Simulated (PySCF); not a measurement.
Method: PySCF, PBE0, basis Sb def2-TZVP with ECP28, O def2-TZVP, H def2-TZVP (scalar-relativistic core potentials, no spin–orbit coupling, density fitting).

```xyz
3
charge 0 multiplicity 1, angstrom
Sb    0.1496    0.0000   -0.1434
O    -1.2252    0.0000    1.0322
H     1.5012    0.0000    0.9681
```

HSbO (singlet), along the line from Sb1 (at 0) through O2 (at 1.809 Å). Core electrons replaced by a potential are absent, the electrostatic potential uses the reduced nuclear charge, and values within about 0.7 Å of such atoms have no physical meaning.

Task: Tabulate the fields along this line at 0.81, 0.99, 1.18, 1.36, 1.54, 1.72, 1.99, 2.17, 2.35, 2.53, 2.71, 2.89 Å.

Result: 
```csv
distance (Å),electron density (e/Å³),electron localisation function,electrostatic potential (V)
0.81,1.47,0.17,35.3
0.99,1.27,0.404,21.2
1.18,1.99,0.753,21.9
1.36,3.7,0.747,47.7
1.54,6.66,0.184,150
1.72,146,0.988,825
1.99,16.3,0.142,300
2.17,5.37,0.711,76.1
2.35,2.41,0.873,21.6
2.53,0.957,0.857,5.03
2.71,0.376,0.787,-0.295
2.89,0.156,0.657,-1.94
```
